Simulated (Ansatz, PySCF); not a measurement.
C2H10GeSi, SMILES C[SiH](C)[GeH3]. Atoms are numbered in the order given.

```xyz
14

Si    -1.0178     0.2372     0.2057
C     -1.2906     1.8105    -0.7949
C     -2.0028    -1.1980    -0.5158
Ge     1.3039    -0.3090     0.2343
H     -1.4487     0.4707     1.6231
H     -0.9591     1.6735    -1.8360
H     -0.7308     2.6563    -0.3675
H     -2.3584     2.0808    -0.8095
H     -1.8619    -2.1151     0.0762
H     -1.6870    -1.4078    -1.5497
H     -3.0789    -0.9623    -0.5287
H      1.8232    -0.5638    -1.1979
H      2.1513     0.8314     0.8357
H      1.5811    -1.5835     1.0585
```
Charge 0, spin multiplicity 1.

Geometry optimised at PBE0-D3(BJ)/def2-SVP. The structure was generated by enumeration, and PubChem lists no compound with its InChIKey, so it may never have been made.

Two levels are set side by side: PBE-D3(BJ)/def2-SVP (Ansatz, a quantum-chemistry and plane-wave program) and PBE0-D3(BJ)/def2-SVP (Ansatz). Each level has its own optimised geometry; the coordinates shown are those of the second. Frequencies come from the Hessian of PySCF at each geometry. Differences are taken from unrounded values.

| quantity | PBE0-D3(BJ) | PBE-D3(BJ) | PBE-D3(BJ) minus PBE0-D3(BJ) |
|---|---|---|---|
| mean bond length (Å) | 1.453 | 1.463 | 0.010 |
| bond Si1–C2 (Å) | 1.884 | 1.896 | 0.011 |
| bond Si1–C3 (Å) | 1.884 | 1.896 | 0.011 |
| bond Si1–Ge4 (Å) | 2.385 | 2.396 | 0.011 |
| bond Si1–H5 (Å) | 1.500 | 1.510 | 0.010 |
| bond C2–H6 (Å) | 1.101 | 1.109 | 0.008 |
| bond C2–H7 (Å) | 1.101 | 1.108 | 0.008 |
| bond C2–H8 (Å) | 1.102 | 1.110 | 0.008 |
| bond C3–H9 (Å) | 1.101 | 1.108 | 0.008 |
| bond C3–H10 (Å) | 1.101 | 1.109 | 0.008 |
| bond C3–H11 (Å) | 1.102 | 1.110 | 0.008 |
| bond Ge4–H12 (Å) | 1.545 | 1.557 | 0.012 |
| bond Ge4–H13 (Å) | 1.543 | 1.555 | 0.012 |
| bond Ge4–H14 (Å) | 1.543 | 1.555 | 0.012 |
| highest harmonic wavenumber (cm⁻¹) | 3166 | 3079 | -87 |
| mean harmonic wavenumber (cm⁻¹) | 1288 | 1248 | -40 |
| zero-point energy (kcal/mol) | 66.30 | 64.22 | -2.08 |

GGA bonds tend to be longer and softer than those of functionals with exact exchange. Differences between two approximate levels are no errors against the true value.
